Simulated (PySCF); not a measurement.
## Broadened absorption spectrum of C5H9AlFN

Species: C5H9AlFN.
Cartesian coordinates in Å at the GFN2-xTB level; atoms count from 1:
```xyz
17
C5H9AlFN angstrom
C     -2.0283    1.2540    0.1925
C     -2.3249   -0.0005   -0.1253
C     -1.7480   -0.7573   -1.2605
Al    -0.2256   -1.6692   -0.3034
F      0.9193   -2.6183   -1.0524
N      0.9223   -0.0519    0.0287
C      1.9334    0.3610    0.3769
C      3.1792    0.8968    0.8073
H     -1.3606    1.8466   -0.4138
H     -2.4517    1.7440    1.0533
H     -3.0092   -0.5528    0.5082
H     -1.4003   -0.0671   -2.0392
H     -2.5068   -1.4038   -1.7121
H     -0.4021   -2.0602    1.1751
H      3.0788    1.2855    1.8205
H      3.9289    0.1053    0.7957
H      3.4886    1.6998    0.1387
```

Level of theory: TDDFT CAM-B3LYP/def2-SVPD, vertical, gas phase, core orbitals frozen in the response in PySCF 2.14.0, density-fitted response routines.

Computed states:

```
state  E (eV)       f
   S1    5.04  0.0010
   S2    5.22   0.050
   S3    5.83   0.034
   S4    6.28   0.171
   S5    6.36   0.014
   S6    6.53   0.047
   S7    6.61   0.124
   S8    6.90   0.027
```

Each state is given a Gaussian of 0.5 eV full width at half maximum, with ε(max) = 2.175×10⁸ f / Δν̃ (Δν̃ the width in cm⁻¹). The cross-section is σ = 3.8235×10⁻²¹ ε cm², given in Mb (10⁻¹⁸ cm²). The width is an assumption, not a result. The curve ends short of the highest state used, and states not computed would add to its high-energy end.

(1) What does the envelope look like, and where are its maxima?

(2) Coming from long wavelengths, where does ε first pass 100 L mol⁻¹ cm⁻¹?

(3) On this curve, what absorbance would a 10⁻⁴ mol/L sample give at 248 nm over a 1 cm path?

Answers

(1) 
E (eV), σ (Mb) and a bar:
```
     4.29       0.00 
     4.34       0.00 
     4.40       0.01 
     4.46       0.02 
     4.52       0.05 
     4.57       0.11 
     4.63       0.24 
     4.69       0.50 
     4.75       0.96 #
     4.80       1.54 #
     4.86       2.56 #
     4.92       3.93 ##
     4.98       5.60 ###
     5.03       7.08 ####
     5.09       8.74 #####
     5.15       9.99 ######
     5.21      10.58 ######
     5.26      10.50 ######
     5.32       9.78 ######
     5.38       8.64 #####
     5.44       7.43 ####
     5.49       6.63 ####
     5.55       6.12 ###
     5.61       6.22 ####
     5.67       6.88 ####
     5.72       7.81 ####
     5.78       9.33 #####
     5.84      11.38 ######
     5.90      14.18 ########
     5.95      17.30 ##########
     6.01      22.18 #############
     6.07      28.25 ################
     6.13      35.14 ####################
     6.18      41.01 #######################
     6.24      47.47 ###########################
     6.30      52.60 ##############################
```

Maxima: 237 nm (5.23 eV), ε about 2800, made up of S2 (98%) (ε in L mol⁻¹ cm⁻¹; maxima over ε = 5, shares over 10%). At its high-energy end, 6.30 eV, the curve is still rising (ε about 14000, from S4, S6 and S7).

(2) At about 266 nm (4.67 eV), 0.37 eV below S1.

(3) 248 nm is 4.999 eV, where ε is about 1600 L mol⁻¹ cm⁻¹, so A = ε c l ≈ 0.16 (Beer–Lambert, with the gas-phase spectrum and the assumed width).

One conformer stands for the species.
